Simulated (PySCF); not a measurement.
Here is a job for PySCF.
```python
from pyscf import gto, scf, dft
from pyscf.prop import polarizability

mol = gto.Mole()
mol.atom = '''
    Si   -3.18538217   -0.04733303    0.23263294
    C    -1.39019700   -0.58343096    0.42985780
    C    -0.32606904    0.19898397    0.25576631
    Si    1.46698489   -0.33627191    0.45396200
    Cl    2.55206056    0.55894825   -1.00053660
    H    -3.23386517    1.37372456   -0.11183388
    H    -3.88455714   -0.28571541    1.49842159
    H    -3.80435514   -0.84792240   -0.82695753
    H    -1.21866723   -1.61842665    0.70596505
    H    -0.49938218    1.23390857   -0.02255278
    H     1.60474329   -1.78237822    0.29835257
    H     2.00621210    0.10184036    1.74165359
'''
mol.basis = '6-31g'
mol.verbose = 4
mol.build()

mf = dft.RKS(mol)
mf.xc = 'pbe'
mf.kernel()
alpha = mf.Polarizability().polarizability()[2, 2]
print('alpha_zz =', alpha)
```

### Question
What number of basis functions does PySCF with PBE/6-31G, polarisability give?

### Answer
71

### Question
Predict the polarisability along z from PBE/6-31G, polarisability.

### Answer
58.6 bohr³

### Question
Predict the total energy from PBE/6-31G, polarisability.

### Answer
-1118.8484 Eh

### Question
Give the HOMO energy at the level PBE/6-31G, polarisability.

### Answer
-6.99 eV

### Question
Give the dipole moment at the level PBE/6-31G, polarisability.

### Answer
2.42 D

### Question
Estimate the HOMO-LUMO gap that PBE/6-31G, polarisability returns for this input.

### Answer
5.26 eV
